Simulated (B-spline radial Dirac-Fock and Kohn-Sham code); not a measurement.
# Gd⁷⁺: non-radiative channels of the L1 vacancy

System: the Gd⁷⁺ ion, 1s2 2s2 2p6 3s2 3p6 3d10 4s2 4p6 4d10 4f6 5s2 5p3.

The computed values come from a radial atomic solver: one-electron (LDA, Dirac) transition rates at Dirac-Fock energies. Kinetic energies are configuration averages from the vacuum level; the two-hole energies are estimated from single-hole states.

```csv
transition,kinetic energy (eV),width (meV),share (%)
L1-L2N3,19.03,198,5.1
L1-L2N5,155.1,89.4,2.3
L1-L2N7,308.7,95.3,2.4
L1-L3N1,596.2,261,6.7
L1-L3N2,–,114,2.9
L1-L3N3,707.4,190,4.8
L1-L3N4,836.6,300,7.7
L1-L3N5,843.3,380,9.7
L1-L3N6,995.3,112,2.9
L1-L3N7,996.2,144,3.7
L1-M1M2,4632.2,107,2.7
L1-M1M3,4777.2,189,4.8
L1-M1M4,5098.4,154,3.9
L1-M1M5,5129.4,210,5.4
L1-M4M5,5790.9,307,7.8
L1-M5M5,5822.9,84.7,2.2
```

A dash stands for an energy that rests on an unreliable hole state.

Coster-Kronig rates are the weakest part of this model and often come out 1.5 to 2.5 times too large. The listed channels hold 75 % of the non-radiative rate. Summed by principal shells, of 3.92 eV in all: LLN 51.5 %, LMM 31.8 %, LMN 10.8 %, LLO 4.1 %, LNN 0.9 %, LMO 0.8 %.
